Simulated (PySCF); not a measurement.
Compounds:
1. `C(#N)c1ccpcc1`, C₆H₄NP
2. `[SiH2](OCOC)OC`, C₃H₁₀O₃Si
3. `InChI=1S/C2H9NOSi3/c1-2-7(5)4-6-3/h1,7H,3,6H2,5H3/t7-/m0/s1`
4. SMILES p1c(C(OC)=O)ccc(C)c1, C₈H₉O₂P
5. `P(/C=C)=C\CC`, C₅H₉P
6. `P#Cc1ccncc1`, C₆H₄NP

- geometry from GFN2-xTB
- GIAO PBE0/pcSseg-1 shieldings
- code: PySCF 2.14
- non-relativistic Hamiltonian, equivalent nuclei averaged, gas phase, one conformer

Shifts are taken against calculated references (same method and geometry level): ¹H, ¹³C vs TMS. Shifts are as computed. Against solution values, carbons near 30 ppm lie about +3 ppm off and those near 130 ppm about +5 ppm. Of 1211 compounds with measured shifts, 218 miss one by over three times the rms of a fit or turn the order of signals round; such compounds aren't used in these exercises. OH and NH positions are gas-phase values without hydrogen bonding to other molecules.

**Question.** Which show a ¹³C signal above 185 ppm?

**Answer.** 5 (210.6: carbon double-bonded to a heavier main-group atom).

**Question.** Which show a ¹H signal between 4.5 and 6.5 ppm from a carbon-bound hydrogen?

**Answer.** 2 (5.15: hydrogen on an sp3 carbon bearing two oxygens); 5 (6.21, 6.18: hydrogen on a terminal =CH2 carbon).

**Question.** Which show a ¹H signal between 3 and 4.5 ppm from a carbon-bound hydrogen?

**Answer.** 2 (3.89, 3.62: hydrogen on a methyl carbon bonded to O); 4 (4.10: hydrogen on a methyl carbon bonded to O).

**Question.** Which give exactly 5 ¹³C signals?

**Answer.** 5 (δ 210.6, 158.2, 136.5, 35.2, 19.3).
